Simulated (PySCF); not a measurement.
## Ionisation energy of Nb¹⁴⁺ by level of theory

Nb¹⁴⁺ [Ar] 3d9 (2D) → Nb¹⁵⁺ [Ar] 3d8 (3F), as a difference of total energies. Computed with PySCF 2.14 in an even-tempered Gaussian basis (19 s from 0.93 bohr⁻², ratio 2.5; 13 p from 1.2 bohr⁻², ratio 2.5; 9 d from 1.2 bohr⁻², ratio 2.5; 4 f from 7.9 bohr⁻², ratio 2.7; 4 g from 12 bohr⁻², ratio 2.7), with the spin-free X2C one-electron Hamiltonian (Gaussian nucleus). The calculations carry no spin-orbit coupling.

| method | ionisation energy (eV) |
| --- | --- |
| UHF | 530.07 |
| PBEsol | 531.65 |
| BP86 | 531.59 |

Breit and QED terms and the two-electron picture change are absent.

The reference lies between the lowest fine-structure levels, while these numbers refer to the centres of the terms.

For comparison: 530 ± 3 eV (theoretical estimate listed by NIST; NIST Atomic Spectra Database, ionization energies).
